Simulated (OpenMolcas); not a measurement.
An OpenMolcas run meant for Bi+ (ANO-RCC-VDZ, X2C; inactive shells 1s 2s 2p 3s 3p 3d 4s 4p 4d 4f 5s 5p 5d 6s; intended active space 2 electrons in 3 orbitals (6p)). One step of its input:

```
&CASPT2
Multistate=3 1 2 3
Frozen=35 39
IPEA=0.25
Imaginary=0.1
MaxIter=60
WThr=0.0 0.3 0.05
PrWF=0.5
NoMix
```

Lines from the output:

```
|       MOLCAS_SOURCE = <dir>
  |    MOLCAS_STRUCTURE = 0
  |
   --------------------------------------------------------------------------------------
++ ---------   Input file   ---------
>>> COPY JOB001 $Project.JobIph
&CASPT2
Multistate=3 1 2 3
Frozen=35 39
IPEA=0.25
Imaginary=0.1
MaxIter=60
WThr=0.0 0.3 0.05
PrWF=0.5
NoMix
-- ----------------------------------
>>> COPY JOB001 a.JobIph
*** symbolic link created: INPORB -> a.RasOrb
--- Start Module: caspt2 at  ---
()()()()()()()()()()()()()()()()()()()()()()()()()()()()()()()()()()()()()()()()()()()()()()()()()()
                                              &CASPT2
                                   only a single process is used
                       available to each process: 2.3 GB of memory, 1 thread
()()()()()()()()()()()()()()()()()()()()()()()()()()()()()()()()()()()()()()()()()()()()()()()()()()
 ###    WARNING: User changed nr of frozen orbitals.                         ###
 ###    ERROR: Too many frozen orbitals!                                     ###
--- Stop Module: caspt2 at  /rc=_RC_INPUT_ERROR_ ---
.####################.
.# User input error #.
.####################.
```

**Question.** What is wrong with the input?

**Answer.** More orbitals are frozen than there are inactive ones.
